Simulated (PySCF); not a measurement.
# Peak assignment

Molfile (atoms numbered from 1):
```
C9H10
     RDKit          3D

 19 19  0  0  0  0  0  0  0  0999 V2000
   -0.7578    3.0554   -0.2328 C   0  0  0  0  0  0  0  0  0  0  0  0
   -1.2572    1.8415    0.0722 C   0  0  0  0  0  0  0  0  0  0  0  0
   -2.7125    1.6327    0.3711 C   0  0  0  0  0  0  0  0  0  0  0  0
   -0.3601    0.6967    0.1133 C   0  0  0  0  0  0  0  0  0  0  0  0
   -0.7160   -0.5781    0.4036 C   0  0  0  0  0  0  0  0  0  0  0  0
    0.2419   -1.6335    0.4176 C   0  0  0  0  0  0  0  0  0  0  0  0
    0.5455   -2.9212    0.5899 C   0  0  0  0  0  0  0  0  0  0  0  0
    1.6161   -2.0419    0.2426 C   0  0  0  0  0  0  0  0  0  0  0  0
    2.8969   -1.7842   -0.0330 C   0  0  0  0  0  0  0  0  0  0  0  0
   -1.3946    3.9426   -0.2748 H   0  0  0  0  0  0  0  0  0  0  0  0
    0.3055    3.1905   -0.4482 H   0  0  0  0  0  0  0  0  0  0  0  0
   -3.2717    2.5755    0.3059 H   0  0  0  0  0  0  0  0  0  0  0  0
   -3.1628    0.9168   -0.3351 H   0  0  0  0  0  0  0  0  0  0  0  0
   -2.8533    1.2191    1.3826 H   0  0  0  0  0  0  0  0  0  0  0  0
    0.6936    0.8933   -0.1115 H   0  0  0  0  0  0  0  0  0  0  0  0
   -1.7530   -0.8369    0.6362 H   0  0  0  0  0  0  0  0  0  0  0  0
    0.2057   -3.9272    0.8280 H   0  0  0  0  0  0  0  0  0  0  0  0
    3.6428   -2.5813   -0.0266 H   0  0  0  0  0  0  0  0  0  0  0  0
    3.2263   -0.7710   -0.2704 H   0  0  0  0  0  0  0  0  0  0  0  0
  1  2  2  0
  2  3  1  0
  2  4  1  0
  4  5  2  0
  5  6  1  0
  6  7  2  0
  7  8  1  0
  8  9  2  0
  8  6  1  0
  1 10  1  0
  1 11  1  0
  3 12  1  0
  3 13  1  0
  3 14  1  0
  4 15  1  0
  5 16  1  0
  7 17  1  0
  9 18  1  0
  9 19  1  0
M  END
```

PySCF calculation with shielding tensors at KT3/pcSseg-1 (GIAO) and PBE0-D3(BJ)/def2-SVP geometry; rapidly exchanging positions averaged, one conformer, non-relativistic, gas phase.

Referencing at the same level of theory: ¹³C (σref 182.31) and ¹H (σref 31.32) against TMS.

Q: Assign these signals to the numbered atoms. ¹³C{¹H} NMR (computed): δ 141.2, 138.1, 131.2, 120.4, 119.4, 115.3, 106.3, 62.1, 19.7.

A: 
141.2 → C4, alkene CH: the olefinic region
138.1 → C2, fully substituted alkene carbon: as expected for a trigonal carbon in a double bond
131.2 → C6, fully substituted alkene carbon
120.4 → C7, alkene CH: the olefinic region
119.4 → C1, terminal =CH2 carbon: as expected for a trigonal carbon in a double bond
115.3 → C8, fully substituted alkene carbon: an sp2 carbon of a C=C bond
106.3 → C5, alkene CH: the olefinic region
62.1 → C9, terminal =CH2 carbon
19.7 → C3, allylic methyl carbon: aliphatic region, no heteroatom directly attached

C7 and C1 lie closer than the usual error of such a calculation, so a measured spectrum could show them in the other order.

Q: Assign these signals to the numbered atoms. ¹H NMR (300 MHz, computed): δ 7.54 (s, 1H), 6.48 (d, 1H), 6.04 (d, 1H), 5.35 (m, 1H), 5.34 (m, 1H), 3.92 (m, 1H), 3.87 (m, 1H), 1.92 (s, 3H).

A: 
7.54 → H17, hydrogen on an alkene CH: a vinylic proton, deshielded by the sp2 carbon and the C=C anisotropy
6.48 → H15, hydrogen on an alkene CH
6.04 → H16, hydrogen on an alkene CH
5.35 → H11, hydrogen on a terminal =CH2 carbon: a vinylic proton, deshielded by the sp2 carbon and the C=C anisotropy
5.34 → H10, hydrogen on a terminal =CH2 carbon
3.92 → H18, hydrogen on a terminal =CH2 carbon
3.87 → H19, hydrogen on a terminal =CH2 carbon
1.92 → H12/H13/H14, hydrogen on an allylic methyl carbon: allylic position

H11 and H10; H18 and H19 lie closer than the usual error of such a calculation, so a measured spectrum could show them in the other order.

Shifts are as computed, not scaled to solution data. Of 1211 compounds with measured shifts, 218 miss one by over three times the rms of a fit or turn the order of signals round; such compounds aren't used in these exercises. No couplings were computed; multiplicities are counted from neighbouring protons, with m where these are inequivalent, close in shift, in a saturated or five-membered ring or joined by F or P, and br s for small geminal =CH2 splittings.
